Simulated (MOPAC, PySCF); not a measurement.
H₃ClO₃Si, SMILES `O[Si](O)(O)Cl`, neutral singlet in the gas phase. 

Cartesian coordinates (Å):
SMILES: O[Si](O)(O)Cl
```xyz
8

O     -1.2555    -0.9101    -0.5036
Si    -0.0038     0.0066     0.0214
O      0.1472     1.3217    -0.9431
O      1.3763    -0.8731    -0.0413
Cl    -0.3557     0.6126     1.9758
H     -1.5040    -1.6636     0.0537
H     -0.5721     1.9709    -0.9059
H      2.1676    -0.4652     0.3429
```
Charge 0, spin multiplicity 1.

All levels are single points at this geometry (PBE-D3(BJ)/def2-TZVP); Pople sets use spherical d functions. Orbital energies aren't observables, and empty levels follow the basis.

```json
[
 {"level": "PBE-D3(BJ)/def2-TZVP in PySCF", "HOMO (eV)": "-7.62", "LUMO (eV)": "-0.65", "gap (eV)": "6.96", "dipole (D)": "0.77", "vertical IE, Delta-SCF (eV)": "–"},
 {"level": "B3LYP/3-21G in PySCF", "HOMO (eV)": "-8.70", "LUMO (eV)": "0.38", "gap (eV)": "9.08", "dipole (D)": "0.60", "vertical IE, Delta-SCF (eV)": "–"},
 {"level": "B3LYP/6-311+G** in PySCF", "HOMO (eV)": "-9.05", "LUMO (eV)": "-0.89", "gap (eV)": "8.16", "dipole (D)": "0.99", "vertical IE, Delta-SCF (eV)": "–"},
 {"level": "B3LYP/LANL2DZ in PySCF", "HOMO (eV)": "-9.26", "LUMO (eV)": "-0.19", "gap (eV)": "9.07", "dipole (D)": "1.48", "vertical IE, Delta-SCF (eV)": "–"},
 {"level": "BP86/6-31G* in PySCF", "HOMO (eV)": "-7.52", "LUMO (eV)": "-0.21", "gap (eV)": "7.31", "dipole (D)": "0.58", "vertical IE, Delta-SCF (eV)": "–"},
 {"level": "M06-2X/6-31G* in PySCF", "HOMO (eV)": "-10.53", "LUMO (eV)": "1.69", "gap (eV)": "12.22", "dipole (D)": "0.73", "vertical IE, Delta-SCF (eV)": "–"},
 {"level": "PBE/6-31G* in PySCF", "HOMO (eV)": "-7.40", "LUMO (eV)": "-0.20", "gap (eV)": "7.20", "dipole (D)": "0.57", "vertical IE, Delta-SCF (eV)": "–"},
 {"level": "SVWN5/6-31G* in PySCF", "HOMO (eV)": "-7.53", "LUMO (eV)": "-0.40", "gap (eV)": "7.14", "dipole (D)": "0.67", "vertical IE, Delta-SCF (eV)": "–"},
 {"level": "AM1 in MOPAC", "HOMO (eV)": "-12.29", "LUMO (eV)": "0.14", "gap (eV)": "12.43", "dipole (D)": "0.11", "vertical IE, Delta-SCF (eV)": "–"}
]
```
